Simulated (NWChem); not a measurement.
Species: thionyl fluoride (SOF₂); SMILES O=S(F)F

Program: NWChem. Medium grid unless said otherwise, to which SCAN and Minnesota functionals are sensitive. Geometry: optimised at PBE0/def2-SVP. Hybrids' shares of exact exchange are those that their runs print; pure functionals count as 0. The functionals differ in more than this share.

```
row                    share of exact exchange  highest occupied level (eV)
---------------------  -----------------------  ---------------------------
PBE/def2-SVP                              0.00                        -7.88
MN15-L/def2-SVP                           0.00                        -8.66
TPSSh/def2-SVP                            0.10                        -8.71
B3LYP/def2-SVP                            0.20                        -9.26
r2SCAN0/def2-SVP                          0.25                        -9.92
PW6B95/def2-SVP                           0.28                        -9.73
BHandHLYP/def2-SVP                        0.50                       -11.15
Hartree-Fock/def2-SVP                     1.00                     withheld
```

Problem. Fit a straight line of the last column on the one before it, predict the withheld value, and compare with the run.

Solution. 
1. Means of the 7 shown rows: x = 0.190, y = -9.330. Slope Σ(x − x̄)(y − ȳ)/Σ(x − x̄)² = -1.094/0.1882 = -5.810; intercept -8.226.
2. The shown rows scatter about the line by 0.241 (root mean square); the largest residual is -0.43, at MN15-L/def2-SVP.
3. At x = 1.00 (Hartree-Fock/def2-SVP; beyond the shown range) the line gives -14.04.
4. The run gives -13.70, +0.34 from the line, 1.4 times the scatter.
